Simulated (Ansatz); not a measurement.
Total energies of `BN(CC=C)[Si](C)(C)C`.

```csv
atom,x (Å),y (Å),z (Å)
B1,0.6370,2.3512,-0.3547
N2,0.0730,1.1639,0.1083
C3,-1.2967,1.1597,0.6253
C4,-2.2700,0.5210,-0.3136
C5,-3.1169,-0.4423,0.0184
Si6,0.9404,-0.3842,-0.0037
C7,2.7743,-0.0877,0.1714
C8,0.5778,-1.1983,-1.6458
C9,0.3564,-1.4814,1.3945
H10,1.7410,2.3469,-0.8190
H11,0.0077,3.3723,-0.2882
H12,-1.5907,2.2013,0.7894
H13,-1.3406,0.6543,1.5952
H14,-2.2594,0.9080,-1.3308
H15,-3.1435,-0.8493,1.0249
H16,-3.8208,-0.8533,-0.6958
H17,3.0005,0.4762,1.0795
H18,3.1858,0.4605,-0.6773
H19,3.2913,-1.0500,0.2336
H20,0.8846,-0.5528,-2.4729
H21,1.1204,-2.1436,-1.7380
H22,-0.4886,-1.4075,-1.7547
H23,0.4984,-1.0045,2.3680
H24,-0.6968,-1.7511,1.2922
H25,0.9354,-2.4092,1.3938
```

The species carries charge 0 and has multiplicity 1. The geometry is a stationary point of PBE0-D4/def2-TZVP. It is one conformer, not always the lowest. Basis def2-TZVPP, Ansatz.

RPA on PBE orbitals: Hartree–Fock energy of these orbitals -604.69350 Eh, correlation -2.48868 Eh (frozen core).

```json
{"functional": "PBE", "kind": "GGA", "energy without D4 (Eh)": "-606.94777", "D4 term (kJ/mol)": "-68.1"}
{"functional": "r2SCAN", "kind": "meta-GGA", "energy without D4 (Eh)": "-607.33263", "D4 term (kJ/mol)": "-19.5"}
{"functional": "B3LYP", "kind": "global hybrid, 20 %", "energy without D4 (Eh)": "-607.59731", "D4 term (kJ/mol)": "-107.2"}
{"functional": "r2SCAN0", "kind": "meta-GGA hybrid, 25 %", "energy without D4 (Eh)": "-607.30367", "D4 term (kJ/mol)": "-22.4"}
{"functional": "HSE06 (plane-wave form)", "kind": "screened hybrid", "energy without D4 (Eh)": "-607.00780", "D4 term (kJ/mol)": "-55.1"}
{"functional": "LC-ωPBE", "kind": "long-range corrected hybrid", "energy without D4 (Eh)": "-607.25921", "D4 term (kJ/mol)": "–"}
{"functional": "ωB97X-V", "kind": "range-separated hybrid GGA with VV10", "energy without D4 (Eh)": "-607.42862", "D4 term (kJ/mol)": "–"}
{"functional": "ωB97M-V", "kind": "range-separated hybrid meta-GGA with VV10", "energy without D4 (Eh)": "-607.36938", "D4 term (kJ/mol)": "–"}
{"functional": "B2PLYP", "kind": "double hybrid", "energy without D4 (Eh)": "-607.13750", "D4 term (kJ/mol)": "–"}
{"functional": "PBE-QIDH", "kind": "double hybrid", "energy without D4 (Eh)": "-606.91161", "D4 term (kJ/mol)": "–"}
```

(1) Give the same for LDA (SPW92), revPBE, BLYP, B97M-V, PBE0, r2SCANh, BHLYP, CAM-B3LYP. (An estimate is asked.)

B3LYP takes the VWN-RPA correlation (the form of Gaussian; ORCA's B3LYP/G). HSE06 is the plane-wave form, built on full-range PBE exchange. The double hybrids freeze the cores in their second-order part.

Results:

(1) The calculation gave: 
```tsv
functional	kind	energy without D4 (Eh)	D4 term (kJ/mol)
LDA (SPW92)	LDA	-603.39690	–
revPBE	GGA	-607.38275	-196.3
BLYP	GGA	-607.37037	-144.0
B97M-V	meta-GGA with VV10	-607.49998	–
PBE0	global hybrid, 25 % exact exchange	-607.03445	-58.9
r2SCANh	meta-GGA hybrid, 10 %	-607.32034	-20.5
BHLYP	global hybrid, 50 %	-607.36091	-80.3
CAM-B3LYP	range-separated hybrid	-607.38003	-60.1
```

LC-ωPBE has ω = 0.4 bohr⁻¹.
